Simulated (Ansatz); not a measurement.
Mulliken charges of AlH₅InNSSi (`[NH]1[AlH][S][InH][SiH2]1`) from PBE/def2-TZVPP in Ansatz (PBE0-D4/def2-TZVP geometry).

| atom | x (Å) | y (Å) | z (Å) | charge (e) |
| --- | --- | --- | --- | --- |
| N1 | 0.621 | 1.053 | 0.338 | -0.267 |
| Al2 | 1.605 | -0.342 | 0.889 | 0.322 |
| S3 | 0.875 | -2.345 | 0.494 | -0.402 |
| In4 | -1.150 | -1.589 | -0.622 | 0.485 |
| Si5 | -0.886 | 0.955 | -0.498 | 0.074 |
| H6 | 0.978 | 1.981 | 0.530 | 0.124 |
| H7 | 2.962 | -0.049 | 1.640 | -0.110 |
| H8 | -2.151 | -2.868 | -1.162 | -0.102 |
| H9 | -2.006 | 1.612 | 0.239 | -0.062 |
| H10 | -0.848 | 1.591 | -1.848 | -0.062 |

By hand: the dipole of these point charges (1 e Å = 4.8032 D).

Σ q r = (-0.432, 0.196, -0.237) e Å, of length 0.530 e Å = 2.55 D.

How does the dipole of the full density compare? (An estimate is asked.)

Computed: (-0.217, 0.380, -0.121) e Å, 2.18 D; the point charges give 1.17 times that, at 35° from its direction.

Point charges leave out the atoms' own dipoles, such as those of lone pairs, and Mulliken's split depends on the basis, so the two needn't agree.
